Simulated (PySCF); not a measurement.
**Fluorine: a sound run and one with changed settings**

Sound run: F⁺ [He] 2s2 2p4, F²⁺ [He] 2s2 2p3. Computed with PySCF 2.14 in aug-cc-pVDZ (4s3p2d, 23 functions), with the non-relativistic Hamiltonian (point nucleus). In the sound run the correlated levels freeze 1s2. The sound run starts from symmetry-adapted Hartree-Fock orbitals and uses a fine grid where one is needed.

Changed run: basis STO-3G. This setting is unsound on purpose.

| species | method | sound run (hartree) | changed run (hartree) | converged |
| --- | --- | --- | --- | --- |
| F⁺ | UHF | -98.80167 | -97.52349 | yes |
| F⁺ | r2SCAN | -99.04881 | -97.73571 | yes |
| F⁺ | BP86 | -99.07555 | -97.74571 | yes |
| F⁺ | MP2 | -98.90483 | -97.52349 | yes |
| F²⁺ | UHF | -97.57598 | -96.22428 | yes |
| F²⁺ | r2SCAN | -97.75883 | -96.38204 | yes |
| F²⁺ | BP86 | -97.76751 | -96.37954 | yes |
| F²⁺ | MP2 | -97.64639 | -96.22428 | yes |

Ionisation energy of F⁺:

```json
{"method": "UHF", "sound run (eV)": "33.353", "changed run (eV)": "35.353"}
{"method": "r2SCAN", "sound run (eV)": "35.102", "changed run (eV)": "36.835"}
{"method": "BP86", "sound run (eV)": "35.594", "changed run (eV)": "37.175"}
{"method": "MP2", "sound run (eV)": "34.244", "changed run (eV)": "35.353"}
{"method": "SCS-MP2", "sound run (eV)": "34.249", "changed run (eV)": "35.353"}
```

A minimal basis cannot let orbitals breathe on ionisation and holds almost no correlation.

For comparison, NIST gives 34.971 eV between the lowest levels.
